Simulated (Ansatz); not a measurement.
Consider the redistribution: `[NH2][Ta](=[O])([OH])[OH]` + `[F][Ti]([F])([SH])[Cl]` → `[NH2][Ta](=[O])([OH])[F]` + `[OH][Ti]([F])([SH])[Cl]`.

Calculated with Ansatz (gas phase, PBE0-D4/def2-TZVP geometries, no zero-point term in ΔE). CCSD(T)/CBS is the MP2 limit (def2-TZVPP, def2-QZVPP) plus CCSD(T) − MP2 in def2-TZVPP, frozen cores. DFT in def2-TZVPP. B3LYP here is the variant with VWN-RPA as its local correlation; programs differ in this. Elements past krypton have def2 core potentials. For Ta, Ti outer-core shells are correlated without core-valence functions, which leaves a few kJ/mol of doubt a bond. Scalar relativity is left out up to krypton. Each species was taken in one conformer, which may not be the lowest.

(1) Is it downhill or uphill in electronic energy at CCSD(T)/CBS, and by how much? (Best estimate.)

(2) What do these levels give: B3LYP-D4, ωB97X-V, PBE, MP2/def2-QZVPP, HF/CBS(def2), MP2/CBS(def2)? (An estimate is asked.)

Largest T1 diagnostic among the species: 0.025, so the coupled-cluster value is less sure than usual.

## Answers

(1) Computed: Downhill: ΔE = -17.3 kJ/mol.

(2) Ansatz gave: B3LYP-D4 -15.3, ωB97X-V -15.1, PBE -12.1, MP2/def2-QZVPP -17.9, HF/CBS(def2) -16.8, MP2/CBS(def2) -18.9 kJ/mol.
